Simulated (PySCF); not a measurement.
# Correlation energy of Ga+ (gallium, charge +1)

[Ar] 3d10 4s2, closed-shell 1S. Calculation: PySCF 2.14, in x2c-TZVPall (6s5p4d1f, 48 functions); the spin-free X2C one-electron Hamiltonian (Gaussian nucleus). Frozen: [Ar] 3d10; 2 electrons correlated.

Total MP2 correlation energy: -26.18 mhartree.

Same-spin part 0.00 and opposite-spin part -26.18 mhartree; SCS-MP2 scales them by 1/3 and 6/5 to -31.41 mhartree.

With two correlated electrons CCSD is exact within the correlated space (frozen core and kept virtual orbitals).

| level | correlation energy (mhartree) |
| --- | --- |
| CCSD | -36.70 |

Diagnostics: T1 = 0.0061, D1 = 0.0086, largest double amplitude 0.096.

**Question.** Is a single reference adequate?

**Answer.** Mostly. T1 lies below 0.03, but a double amplitude of this size points to a near-degeneracy that CCSD handles and MP2 describes poorly.
